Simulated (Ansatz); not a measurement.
Abridged output of a molecular run in Ansatz:

```
Functional definition: HF
1121 factors; integrals over basis functions are off by at most 1.4e-3 eV
mean field evaluation 1: about -55974.1516 eV, gradient 2.0e1 eV
mean field evaluation 2: about -55974.1564 eV, gradient 2.0e1 eV
mean field evaluation 4: about -55976.6553 eV, gradient 3.5e0 eV
mean field evaluation 8: about -55976.7637 eV, gradient 2.7e-1 eV
mean field -55976.76656814 eV, -2057.1082289639 hartree, gradient 1.5e-6 eV, S^2 0.763018; 0 other end points of the search recorded, 0 dependent functions left out
12 core orbitals not correlated: weight in the atoms' cores, before any rotation towards them, 1.000 or more for the frozen orbitals, at most 0.000 for the correlated occupied ones
reference -55976.76656814 eV, -2057.1082289639 hartree; 17, 16 occupied and 80, 81 virtual orbitals, 1121 factors
second order -17.82095645 eV of doubles, -0.00000000 eV of singles
cycle   1  -18.06273780 eV  change   -2.4e-1 eV  update   1.2e-1
cycle   2  -18.69953505 eV  change   -6.4e-1 eV  update   4.0e-2
cycle   3  -18.85559531 eV  change   -1.6e-1 eV  update   2.9e-2
cycle   4  -18.85246391 eV  change    3.1e-3 eV  update   1.6e-2
cycle   5  -18.85803301 eV  change   -5.6e-3 eV  update   1.1e-2
cycle   6  -18.85918205 eV  change   -1.1e-3 eV  update   5.2e-3
cycle   7  -18.86138479 eV  change   -2.2e-3 eV  update   2.3e-3
cycle   8  -18.86208111 eV  change   -7.0e-4 eV  update   9.2e-4
cycle   9  -18.86224349 eV  change   -1.6e-4 eV  update   3.2e-4
cycle  10  -18.86203636 eV  change    2.1e-4 eV  update   1.4e-4
cycle  11  -18.86218175 eV  change   -1.5e-4 eV  update   7.1e-5
cycle  12  -18.86215842 eV  change    2.3e-5 eV  update   2.9e-5
perturbative correction -0.60940468 eV, -0.0223952089 hartree
Total energy: -55996.23813123 eV, -2057.8237957094 hartree
Checks for a lower state left out: cluster_reference
```

Its atoms:

Cartesian coordinates in Å:
```
C -1.459 -0.403 0.048
N -0.166 -0.018 -0.040
C 0.695 -0.473 1.038
Ga 0.535 1.023 -1.412
H -2.157 -0.100 -0.719
H -1.787 -1.012 0.881
H 0.712 -1.568 1.086
H 1.714 -0.119 0.882
H 0.341 -0.097 2.004
H 2.056 1.317 -1.261
H -0.484 1.451 -2.507
```

(1) Which basis set was used?
A. def2-TZVPPD
B. def2-QZVPP
C. cc-pV(T+d)Z
D. def2-SVP

(2) Write the keys of the input that set method, charge and spin (a neutral closed shell needs none for the last two).

## Answers

(1) D. It gives 109 functions.

(2) 
```yaml
magnetization: {spin_polarized: true, initial_magnetization: 1}
correlation: {method: ccsd_t}
scf: {omitted_lower_state_checks: [cluster_reference]}
```
